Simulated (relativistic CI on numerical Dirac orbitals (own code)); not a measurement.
**The 34-electron sequence from Xe XXI to Ta XL**

Method of calculation: Dirac-Coulomb-Breit CI, separate exchange-only KLI orbitals for each configuration, a model potential for QED, unscaled Slater integrals (own radial code, finite nucleus).

Configurations in the expansion (outside the closed core [Ar] 3d10): 4s2 4p4, 4s 4p5, 4p6, 4s2 4p3 4d, 4s 4p4 4d, 4s2 4p3 4f, 4s 4p4 4f. Double excitations out of closed p, d and f shells are left out; levels of such configurations are missing from the list, as are those of other unlisted configurations, and high levels can miss mixing partners.

Energies above each ion's lowest level, in eV. Levels are followed by their leading LS label, which can pass from one level to another where the coupling changes.

| Ion | 4s2 4p4 3P_2 | 4s2 4p4 3P_0 | 4s2 4p4 3P_1 | 4s2 4p4 1D_2 | 4s2 4p4 1S_0 | 4s 4p5 3P°_2 | 4s2 4p3 4d 5D°_1 |
| --- | --- | --- | --- | --- | --- | --- | --- |
| Xe XXI | 0 | 5.6802 | 14.798 | 17.884 | 35.808 | 66.917 | 86.384 |
| Cs XXII | 0 | 5.9292 | 16.589 | 19.756 | 39.506 | 70.832 | 90.435 |
| Ba XXIII | 0 | 43.513 | 18.532 | 21.781 | 6.1737 | 74.901 | 94.474 |
| La XXIV | 0 | 47.848 | 20.639 | 23.968 | 6.4143 | 79.129 | 98.545 |
| Ce XXV | 0 | 52.529 | 22.916 | 26.327 | 6.6514 | 83.524 | 102.68 |
| Pr XXVI | 0 | 57.573 | 25.375 | 28.868 | 6.8852 | 88.089 | 106.9 |
| Nd XXVII | 0 | 63.003 | 28.026 | 31.599 | 7.116 | 92.828 | 111.25 |
| Pm XXVIII | 0 | 68.837 | 30.877 | 34.533 | 7.3442 | 97.741 | 115.77 |
| Sm XXIX | 0 | 75.098 | 33.942 | 37.679 | 7.5699 | 102.82 | 120.53 |
| Eu XXX | 0 | 81.808 | 37.23 | 41.049 | 7.7933 | 108.06 | 125.56 |
| Gd XXXI | 0 | 88.991 | 40.755 | 44.654 | 8.0148 | 113.41 |  |
| Tb XXXII | 0 | 96.671 | 44.527 | 48.508 | 8.2343 | 118.78 | 121.74 |
| Dy XXXIII | 0 | 104.87 | 48.56 | 52.623 | 8.4521 | 123.9 | 125.96 |
| Ho XXXIV | 0 | 113.63 | 52.868 | 57.011 | 8.6683 | 128.47 | 130.07 |
| Er XXXV | 0 | 122.95 | 57.463 | 61.688 | 8.883 | 138.87 | 134.11 |
| Tm XXXVI | 0 | 132.89 | 62.362 | 66.667 | 9.0963 | 144.87 | 138.07 |
| Yb XXXVII | 0 | 143.46 | 67.578 | 71.964 | 9.3083 | 151.02 | 141.99 |
| Lu XXXVIII | 0 | 154.7 | 73.128 | 77.594 | 9.5191 | 157.21 | 145.87 |
| Hf XXXIX | 0 | 166.64 | 79.028 | 83.575 | 9.7288 | 163.37 | 149.72 |
| Ta XL | 0 | 179.31 | 85.296 | 89.922 | 9.9374 | 169.47 |  |

The lowest level keeps the configuration 4s2 4p4 and J = 2 throughout.

Between Z = 70 and 73 the energy of 4s2 4p4 3P_0 follows a local power law Z^5.3. For orientation: electrostatic splittings inside a shell grow about linearly with the screened charge, excitations that change n as its square, and fine structure as its fourth power; written in Z itself the exponents are larger, since the screened charge grows faster in proportion.
